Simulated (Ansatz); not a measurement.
```yaml
crystal:
  periodic: [false, false, false]
  atoms:
    - {symbol: C, position_ang: [-2.117904, -0.492145, -0.444977]}
    - {symbol: B, position_ang: [-0.648790, -1.097904, -0.485454]}
    - {symbol: Si, position_ang: [0.742917, -0.603125, 0.827487]}
    - {symbol: Si, position_ang: [1.782112, 1.359047, 0.073862]}
    - {symbol: F, position_ang: [2.876604, 1.841721, 1.058902]}
    - {symbol: H, position_ang: [-2.008607, 0.310735, -1.197721]}
    - {symbol: H, position_ang: [-2.399105, 0.031472, 0.482699]}
    - {symbol: H, position_ang: [-2.880893, -1.150374, -0.856565]}
    - {symbol: H, position_ang: [-0.397047, -1.836682, -1.358868]}
    - {symbol: H, position_ang: [1.830698, -1.660017, 1.052491]}
    - {symbol: H, position_ang: [0.250615, -0.337313, 2.191948]}
    - {symbol: H, position_ang: [2.400915, 1.123350, -1.275064]}
    - {symbol: H, position_ang: [0.732340, 2.396950, -0.108857]}
basis:
  gaussian: {orbitals: aug-cc-pVDZ}
hamiltonian: {xc: {name: PBE}, dispersion: d4}
```

```sh
$ ansatz run in.yaml --threads 4 --pin off --events-out ev --progress --plain --max-ram 10444MiB
```

It prints (some lines left out):

```
Functional definition: PBE
  name "PBE"
  cite "Perdew, Burke & Ernzerhof, Phys. Rev. Lett. 77, 3865 (1996) doi:10.1103/PhysRevLett.77.3865"
  parent pbe
  parameter kappa = 0.804
  parameter beta = 0.06672455060314922
  exchange = pbe_x(kappa = kappa, mu = beta*pi^2/3)
  correlation = pbe_c(beta = beta)
1795 factors; their error is unknown
mean field evaluation 1: about -20291.4843 eV, gradient 6.8e1 eV
mean field evaluation 2: about -20271.2501 eV, gradient 1.1e2 eV
mean field evaluation 4: about -20302.7194 eV, gradient 9.1e0 eV
mean field evaluation 8: about -20302.9100 eV, gradient 2.0e-1 eV
mean field evaluation 16: about -20302.8180 eV, gradient 2.1e-4 eV
mean field -20302.81796821 eV, -746.1147985875 hartree, gradient 5.9e-5 eV, S^2 0.000000; 0 other end points of the search recorded, 0 dependent functions left out
reference -20302.81808884 eV, -746.1148030205 hartree; 28, 28 occupied and 167, 167 virtual orbitals, 1795 factors
Total energy: -20303.08618926 eV, -746.1246555291 hartree
```

Run time 2.6 s (4 threads of an Arm Neoverse V2 on a shared host); peak host memory 0.49 GiB.
